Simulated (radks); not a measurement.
Values are calculated unless marked as measured or tabulated.
Question: Species: Mg+. Configuration: [He] 2s2 2p4 3s1 3d2 (not the ground configuration). Level of theory: scalar-relativistic Kohn-Sham, BLYP, spin-polarised, spherical densities, point nucleus; open shells are filled with parallel spins first (a radial shooting solver on a logarithmic mesh with Libxc functionals). Some entries of the table are withheld. Estimate them.

orbital  occ.  eigenvalue (eV)  r(max) (bohr)
1s up       1        -1325.086        0.08508
1s down     1        -1322.083        0.08501
2s up       1        -127.9397         0.5265
2s down     1        -121.7335         0.5306
2p up       3         -96.4183         0.4475
2p down     1         -89.6998         0.4533
3s up       1         -20.8141            (1)
3p up       0         -14.4473          2.040
3d up       2          -6.3739          2.489
4s up       0          -5.3754          4.910

Answer: 
(1) 3s up r(max) (bohr): 1.858
